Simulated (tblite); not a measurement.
Compound: C5H10N3 (charge +1).
Numbering: `[CH3:1][c:2]1[cH:3][n+:4]([CH3:5])[n:6][n:7]1[CH3:8]` (hydrogens: H9, H10, H11 on C1; H12 on C3; H13, H14, H15 on C5; H16, H17, H18 on C8)

Level: GFN2-xTB in tblite, geometry and Hessian alike; calculated harmonic values, unscaled, isolated species. Errors from tens to a few hundred cm⁻¹ against measured bands are possible.

Harmonic wavenumbers (cm⁻¹): 70.7, 108.1, 130.4, 178.0, 229.0, 242.8, 264.9, 340.9, 447.9, 617.2, 629.9, 652.0, 667.4, 811.5, 837.9, 995.8, 1024.4, 1033.8, 1064.9, 1074.2, 1086.3, 1091.8, 1120.6, 1189.9, 1338.9, 1389.6, 1389.9, 1398.0, 1406.0, 1416.2, 1420.6, 1422.3, 1428.5, 1434.7, 1439.9, 1445.8, 1451.0, 1568.6, 3010.4, 3013.1, 3017.6, 3021.0, 3026.7, 3028.4, 3061.7, 3062.6, 3078.9, 3198.0.

A = 3917, B = 1760, C = 1243 MHz; mass 112.087 u (most abundant isotopes); point group Cs, symmetry number 1.

Zero-point energy?

½Σν̃ = 33189 cm⁻¹ = 397.04 kJ/mol.

Give the ideal-gas entropy at 200 K and 1 bar in the rigid-rotor, harmonic-oscillator model (classical rotation).

Translation 159.41, rotation 112.25, vibration 61.05: S = 332.7 J/(mol K).

And Cp and H(200 K) − H(0)?

Cp = 103.74 J/(mol K), of which vibrations give 70.49 (their classical limit is 48 R = 399.1); H(200 K) − H(0) = 13.70 kJ/mol without the zero-point energy, 7.05 from vibrations.

Blend soft modes into free rotors: weight 1/[1 + (100 cm⁻¹/ν̃)⁴] for the oscillator and the rest for a rotor with moment μB/(μ + B), μ = h/(8π²ν), B = 10⁻⁴⁴ kg m². What vibrational entropy results?

59.23 J/(mol K) in place of 61.05, which changes −T·S at 200 K by +0.36 kJ/mol.

Which modes carry the vibrational entropy at 200 K?

70.7 cm⁻¹: 14.02; 108.1 cm⁻¹: 10.61; 130.4 cm⁻¹: 9.14; 178.0 cm⁻¹: 6.80; 229.0 cm⁻¹: 5.04; 242.8 cm⁻¹: 4.66 J/(mol K); the other 42 give 10.76 together.

How do the functions run with temperature in this model?

```json
{"T (K)": "100", "S (J/(mol K))": "273.2", "Cp (J/(mol K))": "71.0", "H − H(0) (kJ/mol)": "4.92", "G − H(0) (kJ/mol)": "-22.39", "ln q(vib)": "1.03"}
{"T (K)": "300", "S (J/(mol K))": "381.3", "Cp (J/(mol K))": "139.0", "H − H(0) (kJ/mol)": "25.79", "G − H(0) (kJ/mol)": "-88.59", "ln q(vib)": "5.22"}
{"T (K)": "500", "S (J/(mol K))": "469.6", "Cp (J/(mol K))": "211.1", "H − H(0) (kJ/mol)": "61.00", "G − H(0) (kJ/mol)": "-173.81", "ln q(vib)": "9.47"}
{"T (K)": "800", "S (J/(mol K))": "586.4", "Cp (J/(mol K))": "285.5", "H − H(0) (kJ/mol)": "136.45", "G − H(0) (kJ/mol)": "-332.71", "ln q(vib)": "15.80"}
{"T (K)": "1000", "S (J/(mol K))": "653.8", "Cp (J/(mol K))": "317.9", "H − H(0) (kJ/mol)": "196.96", "G − H(0) (kJ/mol)": "-456.86", "ln q(vib)": "19.84"}
```

q(vib) and H(0) count from the zero-point level.

Hindered rotation and anharmonicity are outside this model.
